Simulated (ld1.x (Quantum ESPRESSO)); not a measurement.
What the settings do to the PAW potential of H

Base potential:

* Element: H
* Generator: ld1.x (Quantum ESPRESSO) 7.5
* Type: PAW
* Functional: PBEsol
* Relativity: scalar-relativistic
* Frozen core: none
* Valence charge: 1
* Reference configuration: 1s1
* Partial waves: 1s (bound): rcut 0.80, rcutus 1.00 bohr; 1s channel at 4.85 Ry: rcut 0.80, rcutus 1.00 bohr; 2p channel at 0.45 Ry: rcut 0.80, rcutus 0.85 bohr
* Local potential: all-electron potential smoothed inside 0.70 bohr (lloc = -1)
* Core correction: none
* Augmentation charge: PSQ, inside the norm-conserving radii

All-electron outer shells of the reference configuration (PBEsol, scalar-relativistic, ld1.x):

```tsv
shell	level (eV)	outermost node (bohr)	outermost maximum (bohr)
1s	-6.33	–	1.05
```

Cutoffs, loose and tight: the cutoffs (Ry, on a coarse ladder) from which the occupation-weighted sum of valence levels, in a spherical-Bessel basis at the reference potential, stays within 10 and 1 mRy of its value at 400 Ry. They do not see the model core or the augmentation charge, which bear on the density cutoff. Test errors are all-electron minus pseudo excitation energies from the reference, over the configurations 1s0.5. A dash means not determined; rows that change the core or the reference have their own tests.

| change | outcome | cutoff, loose | cutoff, tight | bound ghosts |
| --- | --- | --- | --- | --- |
| base | generated | 18 Ry | 35 Ry | none |
| local potential all-electron potential smoothed inside 0.95 bohr (lloc = -1) | generated | 21 Ry | 35 Ry | none |
| wave 2p channel at 0.45 Ry: rcut 0.80, rcutus 0.85 bohr becomes 2p channel at 0.45 Ry: rcut 0.60, rcutus 0.64 bohr | generated | 18 Ry | 35 Ry | none |
| local potential all-electron potential smoothed inside 0.88 bohr (lloc = -1) | generated | 21 Ry | 35 Ry | none |
| type ultrasoft; waves now 1s (bound): rcut 0.80, rcutus 1.00 bohr; 1s channel at 4.85 Ry: rcut 0.80, rcutus 1.00 bohr; 2p channel at 0.45 Ry: rcut 0.80, rcutus 0.85 bohr; 2p channel at 2.45 Ry: rcut 0.80, rcutus 0.85 bohr; augmentation built from norm-conserving waves at rcut, not smoothed further | generated | 18 Ry | 35 Ry | none |
| added wave 2p channel at 2.8 Ry: rcut 0.80, rcutus 0.85 bohr | generated | 18 Ry | 35 Ry | none |
| non-relativistic; added wave 2p channel at 2.4 Ry: rcut 0.80, rcutus 0.85 bohr | generated | 18 Ry | 35 Ry | none |
| waves 1s (bound): rcut 0.80, rcutus 0.96 bohr; 1s channel at 4.85 Ry: rcut 0.80, rcutus 0.96 bohr | generated | 18 Ry | 40 Ry | none |
| all radii scaled by about 0.84 (s 0.84, p 0.72 bohr, rcut 0.68/0.68); local potential all-electron potential smoothed inside 0.60 bohr (lloc = -1) | generated | 21 Ry | 45 Ry | none |
| augmentation BESSEL, radius 0.55 bohr | generated | 18 Ry | 35 Ry | none |
| wave 1s channel at 4.85 Ry: rcut 0.80, rcutus 1.00 bohr becomes 1s channel at 1.46 Ry: rcut 0.80, rcutus 1.00 bohr | generated | 18 Ry | 35 Ry | none |
| type ultrasoft; local potential all-electron potential smoothed inside 0.65 bohr (lloc = -2) | generated | 21 Ry | 40 Ry | none |
